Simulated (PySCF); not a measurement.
Compound: C2H6O3SSi.
Geometry (GFN2-xTB, Å), atoms numbered from 1 in this order:
```xyz
13
C2H6O3SSi angstrom
C     -1.6154   -0.5883    0.7386
Si    -0.3345    0.3825   -0.2554
O      0.4134    1.5874    0.5242
S     -1.1918    1.2495   -2.0082
O      0.8215   -0.7228   -0.8095
C      1.9394   -0.9813   -0.1860
O      2.2799   -0.5100    0.8617
H     -2.3537    0.0800    1.1702
H     -1.1491   -1.1421    1.5495
H     -2.1443   -1.2995    0.1110
H      1.1451    1.3634    1.1064
H     -0.3668    2.2830   -2.0661
H      2.5518   -1.7012   -0.7543
```

Computed with TDDFT CAM-B3LYP/def2-SVPD, vertical, gas phase, core orbitals frozen in the response in PySCF. GFN2-xTB frequencies show an imaginary mode (45i cm⁻¹), so this geometry is no minimum at that level.

Transition dipole moments from the ground state, in atomic units and in the frame of the coordinates above (overall signs are arbitrary), for the states with f of 0.002 or more among the lowest 8:

| state | E (eV) | μx | μy | μz |
| --- | --- | --- | --- | --- |
| S2 | 6.344 | -0.139 | 0.111 | 0.118 |
| S3 | 6.882 | -0.411 | 0.224 | 0.323 |
| S4 | 7.489 | 0.131 | -0.021 | 0.096 |
| S5 | 7.695 | 0.066 | -0.027 | -0.351 |
| S6 | 7.792 | 0.339 | -0.057 | 0.186 |
| S7 | 8.008 | -0.186 | 0.220 | -0.511 |
| S8 | 8.042 | -0.126 | 0.067 | -0.010 |

**Question.** What oscillator strength does each state have?

**Answer.** f = (2/3) ΔE |μ|² with ΔE in hartree (27.2114 eV).

```csv
state,|μ|² (au),|μ| (D),f
S2,0.046,0.54,0.007
S3,0.323,1.45,0.055
S4,0.027,0.41,0.005
S5,0.128,0.91,0.024
S6,0.152,0.99,0.029
S7,0.344,1.49,0.068
S8,0.020,0.36,0.004
```

**Question.** Which bond between heavy atoms lies closest to the direction of the S7 transition dipole?

**Answer.** Si2–S4, at 6° from it; next O5–C6 at 40°.

**Question.** What angle do the transition dipoles of S3 and S7 make?

**Answer.** |cos θ| = |μa·μb| / (|μa| |μb|) = 0.12, so θ ≈ 83° (taken between 0 and 90°, since the signs are arbitrary).

**Question.** How is the summed strength of these states shared among x, y and z?

**Answer.** (2/3) Σ ΔE μα² gives 0.067 for x, 0.022 for y and 0.102 for z, 0.191 in all.

**Question.** What peak molar absorption coefficient would the strongest computed level give as a lone Gaussian band 0.4 eV wide at half height?

**Answer.** ε(max) = 2.175×10⁸ f / FWHM, with the width in cm⁻¹. S7: 2.175×10⁸ × 0.0675 / 3226 ≈ 4600 L mol⁻¹ cm⁻¹.

Hardware: an Intel Xeon at 2.50 GHz with one thread (shared host). Cost: 1.9 min wall, 0.93 GiB resident at most.

One conformer stands for the species.
